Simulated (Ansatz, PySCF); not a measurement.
Te(Cl)(SMe) (CH₃ClSTe), SMILES Cl[Te]SC.

Geometry optimised at B3LYP-D3(BJ)/def2-SVP. This is a generated structure with no PubChem entry under its InChIKey; it may be hypothetical. The def2 effective core potentials stand for the cores of Te; spin–orbit coupling is left out. The values are those of a single conformer.

Vertical ionisation energy (IE) and electron affinity (EA) in eV. Rows of orbital energies are one-electron estimates. Where ΔSCF, EOM or ADC give a negative EA the extra electron is unbound and the value depends on the basis.

| level | IE | EA |
|---|---|---|
| −ε(HOMO), −ε(LUMO), HF/def2-TZVP (PySCF) | 9.03 | -0.69 |
| −ε(HOMO), −ε(LUMO), PBE/def2-TZVP (PySCF) | 5.47 | 3.33 |
| ΔSCF, PBE0/def2-SVPD (Ansatz), final states of multiplicity 2 and 2 | 8.60 | 1.07 |
| ΔSCF, PBE/def2-SVPD (Ansatz), final states of multiplicity 2 and 2 | 8.36 | 1.00 |

Problem. What vertical singlet–triplet gap does ΔSCF give with PBE0/def2-SVPD (Ansatz, a quantum-chemistry and plane-wave program) and with PBE/def2-SVPD (Ansatz)? (Estimate from the structure and the level; the computed values follow.)

Solution. 1.88 and 1.85 eV (triplet above singlet where positive).
